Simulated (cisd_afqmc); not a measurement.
Input (AFQMC/CISD/aug-cc-pVDZ; cisd_afqmc is a phaseless AFQMC code with CISD trial states that reads the integrals written by Ansatz):

Ansatz 0.2 input:
```python
import cisd_afqmc

open("ham.yaml", "w").write("""\
crystal:
  periodic: [false, false, false]
  atoms:
    - {symbol: B, position_ang: [0.00000000, 0.00000000, 0.00000000]}
    - {symbol: H, position_ang: [0.00000000, 0.00000000, 1.17438077]}
    - {symbol: H, position_ang: [-0.00000000, -0.00000000, -1.17438077]}
basis:
  gaussian:
    orbitals: aug-cc-pVDZ
total_charge: 1
magnetization: {spin_polarized: false}
correlation: {method: ccsd, electrons: outside_noble_gas, hamiltonian_folder: ham}
""")
rep = cisd_afqmc.ansatz("ham.yaml")
e_ccsd = rep["correlation"]["coupled_cluster"]["energy"]["hartree"]
out = cisd_afqmc.run("ham", e_ccsd, trial="CISD", walkers=200, populations=8, threads=8, dt=0.005, steps=40, early=24, settle=10, least=32,
    cut=5e-5, rank_cut=2e-4, target=0.0004, seconds=1500, seed=1, memory=17280, gpu=False)
```

Output:

```
orbitals 40, occupied [2], factors 190 of 400, rank of the doubles 28 of 76
E(HF) = -25.472679
E(CCSD) on the cut factors = -25.547374, shift to the whole factors -0.000008
Energy of the trial state on the determinant = -25.547247
  tau behind 7.2 of longer steps, mean of the populations' last blocks
   2.0  -25.54832
   4.0  -25.54838
   6.0  -25.54858
   8.0  -25.54832
blocks 261 (1 outliers left out), error by blocks joined: 1: 0.00003, 2: 0.00003, 4: 0.00004, 8: 0.00004, 16: 0.00005
E(AFQMC/CISD) = -25.54838 +/- 0.00005
```
